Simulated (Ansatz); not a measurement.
**Which is lower?**

The two ends of one reaction step of GaH5S, singlet (PBE0-D4/def2-TZVP).

A:

```
7
angstrom
Ga -0.7187 -0.3978 0.2996
H 0.4948 0.2667 -2.1229
H -0.9293 -1.8173 -0.3094
H -1.5854 0.8700 0.0246
H 1.0755 0.2418 -1.6498
S 0.9311 -0.2334 1.7516
H 0.7321 1.0700 2.0061
```

B:

```
7
angstrom
Ga -0.9253 -0.2557 -0.5897
H -0.1874 0.4959 -1.7619
H -0.8936 -1.8295 -0.5554
H -2.0347 0.5084 0.2253
H 1.9693 -0.3172 0.4534
S 0.9221 0.0445 1.2133
H 1.1497 1.3535 1.0148
```

Ansatz 0.2.0; basis: def2-TZVPP; cores frozen in the correlated methods. Filled d shells of the heavier atoms are correlated. The def2 sets are not built for correlating such inner shells, so the correlated values are less sure here. B3LYP uses VWN-RPA correlation.

Task: Which structure is lower at CCSD(T), and by how much? (An estimate is asked for; the value comes from the calculation.)

Result: Computed: A, by 9.67 kcal/mol (electronic energy, against the other). By their contacts, A is a complex of GaH₃S ([SH][GaH2]) + H₂ and B is GaH₅S ([SH2][GaH3]).

All methods give the same order:

```csv
method,E(B) − E(A) (kcal/mol)
SPW92,5.52
PBE-D4,9.82
BLYP-D4,10.87
r2SCAN-D4,9.86
B97M-V,8.07
PBE0-D4,9.33
B3LYP-D4,10.19
r2SCAN0-D4,9.60
BHLYP-D4,9.62
CAM-B3LYP-D4,8.78
wB97X-V,9.27
wB97M-V,9.60
B2PLYP,10.58
PBE-QIDH,9.70
RPA on PBE,9.09
HF,10.72
MP2,11.23
CCSD,9.35
CCSD(T),9.67
```

T1 diagnostic: at most 0.013.

Labels in which every atom is bracketed show which atoms are joined, not bond orders.

For scale, one of the runs: CCSD(T)/def2-TZVPP, 160 basis functions, launched by `ansatz run in.yaml --threads 2 --pin off --events-out ev --progress --plain --max-ram 4352MiB`. Time: 28 s of wall clock on 2 CPU threads of an Arm Neoverse V1; the host was shared. Peak host memory: 1.1 GiB.
